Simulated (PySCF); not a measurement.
Can point charges reproduce the dipole moment of `C[Si@@H]([SiH2]C=C)P`?

Coordinates (GFN2-xTB, Å) and charges (e) from the PBE0/pcSseg-1 density (PySCF):

```tsv
atom	x	y	z	Mulliken	IAO	Hirshfeld	ESP-fitted
C1	2.743	0.204	-0.414	-0.1540	-0.2815	-0.0833	-0.4462
C2	1.791	-0.714	-0.471	-0.4732	-0.4094	-0.1361	-0.0611
Si3	0.554	-1.066	0.909	+0.3946	+0.4458	+0.2360	-0.0117
Si4	-1.419	0.094	0.415	+0.2419	+0.4401	+0.2237	+0.4679
C5	-2.162	-0.473	-1.250	-0.6010	-0.6956	-0.2120	-0.5442
P6	-1.164	2.328	0.229	-0.1919	-0.0936	-0.0247	-0.3826
H7	2.904	0.796	0.473	+0.1178	+0.1440	+0.0447	+0.1887
H8	3.411	0.410	-1.238	+0.1213	+0.1508	+0.0491	+0.1797
H9	1.679	-1.277	-1.391	+0.1320	+0.1512	+0.0423	+0.1105
H10	1.160	-0.650	2.182	-0.0602	-0.1038	-0.0755	-0.0270
H11	0.364	-2.522	0.970	-0.0571	-0.1050	-0.0783	-0.0245
H12	-2.467	-0.062	1.444	-0.0198	-0.1035	-0.0828	-0.1060
H13	-1.473	-0.290	-2.071	+0.1424	+0.1534	+0.0396	+0.1462
H14	-3.083	0.060	-1.472	+0.1529	+0.1618	+0.0440	+0.1525
H15	-2.387	-1.535	-1.237	+0.1441	+0.1566	+0.0418	+0.1252
H16	-0.008	2.256	-0.529	+0.0554	-0.0047	-0.0156	+0.1220
H17	-0.448	2.452	1.406	+0.0547	-0.0065	-0.0126	+0.1105
```

Question: What dipole does each set of charges give (1 e·Å = 4.803 D), and what does the density give?

Answer: The full density gives (0.84, -0.69, -0.55) D, 1.22 D in size; dipole vectors point from the negative to the positive end.

| scheme | μx | μy | μz | size (D) | share of the full size (%) | angle to the full dipole (°) |
| --- | --- | --- | --- | --- | --- | --- |
| Mulliken | 0.06 | -0.43 | 1.48 | 1.55 | 127 | 105 |
| IAO | -0.40 | -0.33 | 0.88 | 1.02 | 83 | 119 |
| Hirshfeld | -0.02 | 0.03 | -0.01 | 0.04 | 3 | – |
| ESP-fitted | 0.72 | -0.65 | -0.60 | 1.14 | 94 | 5 |

Question: Which set comes closest?

Answer: Length of the difference vector: ESP-fitted 0.13 D, Hirshfeld 1.24 D, IAO 1.92 D, Mulliken 2.19 D. Closest: ESP-fitted. ESP charges are fitted to the potential around the molecule, whose slowest-falling term is the dipole's. 

Question: What is left for the Hirshfeld atoms' own dipoles?

Answer: The shares of the density sum to the whole, so what Σ q r misses lies in dipoles about the nuclei. The atomic dipoles sum to (0.84, -0.69, -0.55) − (-0.02, 0.03, -0.01) = (0.86, -0.72, -0.54) D, 1.24 D in size.

Question: With the origin at the mean of the coordinates, (0.000, 0.001, -0.120) Å, which are the largest single terms, by size, of the IAO dipole along the direction of the full one?

Answer: C2 -3.53, Si4 -2.69, C1 -2.57, C5 +2.34, H8 +1.90 D; all 17 atoms together -0.49 D. The single terms depend on the origin, their sum doesn't.

Question: Give the size of the full dipole in other units.

Answer: 1.22 D = 0.479 au = 0.253 e·Å = 4.06 × 10⁻³⁰ C·m.

Geometry: GFN2-xTB, one conformer, isolated molecule.

These values come from a run that also computed NMR shieldings. Time: 72 s wall; peak memory 0.76 GiB. Hardware: Intel Xeon at 2.50 GHz, one thread, no GPU, shared host with 64 logical CPUs at a one-minute load of 61.

Shape of the structure used: `[CH2:1]=[CH:2][SiH2:3][Si@H:4]([CH3:5])[PH2:6]`: C1–C2–Si3–Si4 97°, C2–Si3–Si4–C5 60°, H–P6–Si4–Si3 44°, H–P6–Si4–Si3 -48°.
